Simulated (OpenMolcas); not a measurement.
An OpenMolcas run meant for Rh⁷⁺ (ANO-R0, X2C; inactive shells 1s 2s 2p 3s 3p 3d 4s 4p; intended active space 2 electrons in 5 orbitals (4d)). One step of its input:

```
&RASSCF
FileOrb=start.orb
Symmetry=1
Spin=3
nActEl=3 0 0
Inactive=9 9
Ras2=5 0
CIRoot=10 10 1
SDav=10
CIMx=300
Iter=97 100
PrWF=0.3
OrbListing=Nothing
MaxOrb=0
Atom
>>> COPY $Project.JobIph JOB001
```

Lines from the output:

```
--- SEWARD ---
Basis set label: RH.ANO-R...5S3P2D.

      Electronic valence basis set:
      ------------------
      Associated Effective Charge  45.000000 au
      Associated Actual Charge     45.000000 au
      Nuclear Model: Finite nucleus - Gaussian distribution
        Gaussian exponent, Xi/bohr**(-2):  2.08466E+08

      Shell  nPrim  nBasis  Cartesian Spherical Contaminant
         s      23       5        X
         p      16       3        X
         d      12       2                 X
                  Relativistic X2C integrals
                  Atomic mean-field integrals
--- RASSCF ---

 Nr of active orbitals     NAC=   5
 Spin degeneracy         ISPIN=   3
 There can be no such wave function.
 ************************************************
--- Stop Module: rasscf at  /rc=_RC_INPUT_ERROR_ ---
.####################.
.# User input error #.
.####################.
```

What is wrong with the input?

nActEl holds one electron too many for this ion, which clashes with the multiplicity.
